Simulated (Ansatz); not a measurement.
The same path of C3H9NSe (14 atoms, charge 0, multiplicity 1) was run twice with different band settings. The coordinate that changes most is the height of N5 over the plane of its neighbours.

These are results of RKS B3LYP/def2-SVP in Ansatz 0.2.0, not measurements.

Relaxed end points:

```xyz
14
Properties=species:S:1:pos:R:3
C -1.778 1.057 0.356
C -0.274 1.296 0.312
Se 0.791 0.071 1.440
C 0.903 -1.417 0.138
N 1.510 -1.002 -1.104
H -2.179 1.178 1.374
H -2.302 1.773 -0.303
H -2.039 0.043 0.014
H -0.015 2.307 0.663
H 0.138 1.173 -0.701
H 1.430 -2.210 0.705
H -0.118 -1.779 -0.061
H 2.502 -0.799 -0.982
H 1.417 -1.721 -1.822
```

```xyz
14
Properties=species:S:1:pos:R:3
C -1.730 0.991 0.298
C -0.235 1.286 0.259
Se 0.874 0.121 1.408
C 0.910 -1.497 0.194
N 1.551 -1.369 -1.076
H -2.129 1.093 1.319
H -2.282 1.688 -0.356
H -1.954 -0.032 -0.044
H -0.019 2.308 0.607
H 0.172 1.211 -0.762
H 1.421 -2.247 0.816
H -0.131 -1.824 0.062
H 2.499 -1.004 -0.988
H 1.039 -0.756 -1.709
```

Common settings: climbing image yes; spring 5.0 eV/Å²; optimiser quadratic models (default); start path through a guess of the saddle point; force threshold 0.05 eV/Å; iteration limit 60; end points relaxed.

| run | movable images |
| --- | --- |
| 1 | 5 |
| 2 | 1 |

Task: What does each run give, and how far can it be trusted?

Result: Run 1: converged after 10 iterations, highest image 0.087 eV above the first end. A vibrational analysis at the climbing image gives one clearly imaginary mode, 531i cm⁻¹: a first-order saddle point.
Run 2: converged after 13 iterations, highest image 0.088 eV above the first end. Another band between the same ends (5 images) ends at a top of the same energy, where a vibrational analysis finds 1 clearly imaginary mode. So few images can step over the top or miss a turn of the path.
